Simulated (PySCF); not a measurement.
C4H12O3Si, SMILES CCCC[Si](O)(O)O.

The structure is a stationary point at r2SCAN-D4/def2-SVP. Other conformers were not sampled.

The numbers are results of PySCF with TDA-PBE/def2-SVP, not measurements.

Vertical excitations. The molecule is in vacuum.

Problem. Estimate the UV-visible absorptions. (The exact figures need the calculation; the answer reports its results.)

Solution. 
```tsv
state	energy (eV)	λ (nm)	f	main pairs
S1	6.98	178	0.064	HOMO→LUMO 99 %
S2	7.21	172	0.008	HOMO−1→LUMO 98 %
S3	7.57	164	0.006	HOMO−2→LUMO 94 %
S4	7.73	160	0.004	HOMO→LUMO+1 73 %, HOMO−3→LUMO 24 %
S5	7.76	160	0.005	HOMO−3→LUMO 72 %, HOMO→LUMO+1 21 %
S6	7.94	156	0.005	HOMO−4→LUMO 63 %, HOMO−1→LUMO+1 29 %
S7	7.98	155	0.006	HOMO→LUMO+2 83 %
S8	8.03	154	0.012	HOMO−1→LUMO+1 48 %, HOMO→LUMO+3 25 %, HOMO−4→LUMO 10 %, HOMO−1→LUMO+2 8 %
S9	8.06	154	0.026	HOMO→LUMO+3 59 %, HOMO−4→LUMO 14 %
S10	8.20	151	0.022	HOMO−5→LUMO 78 %, HOMO−1→LUMO+2 18 %
T1	6.74	184	0	HOMO→LUMO 100 %
T2	6.97	178	0	HOMO−1→LUMO 99 %
T3	7.35	169	0	HOMO−2→LUMO 95 %
T4	7.56	164	0	HOMO→LUMO+1 95 %
```
Triplets are in the Tamm–Dancoff approximation.
